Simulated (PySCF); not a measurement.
```xyz
3
charge 0 multiplicity 5, angstrom
Os    0.0000    0.0000   -0.0057
H     1.5965    0.0000    0.5419
H    -1.5965    0.0000    0.5419
```

Level of theory: PySCF, UPBE0, basis Os def2-TZVP with ECP60, H def2-TZVP (scalar-relativistic core potentials, no spin–orbit coupling, density fitting).

This geometry of OsH2 is a stationary point at this level.

**Question.** What is the point group?

**Answer.** C2v.

**Question.** Is it a minimum?

**Answer.** Yes: all harmonic wavenumbers are real.

**Question.** Which band is strongest in the infrared?

**Answer.** 1828 cm⁻¹ (b2), 295 km/mol.

**Question.** What are the dipole moment and the gap between the highest occupied and lowest empty levels of either spin?

**Answer.** 1.05 D and 2.89 eV.

**Question.** Give the atomic charges and bond orders.

**Answer.** 
| atom | Mulliken | Löwdin | polar tensor | spin (Mulliken) | Mayer order to Os1 |
| --- | --- | --- | --- | --- | --- |
| Os1 | 0.33 | 0.37 | 0.49 | 3.79 | – |
| H2,3 | -0.16 | -0.18 | -0.24 | 0.10 | 0.92 |

This need not be the most stable arrangement of these atoms. With open d or f shells other occupations or spin states may lie lower. At this level a triplet minimum of C2v symmetry lies 60 kJ/mol below this structure. Spin–orbit coupling, left out here, can matter for elements this heavy.
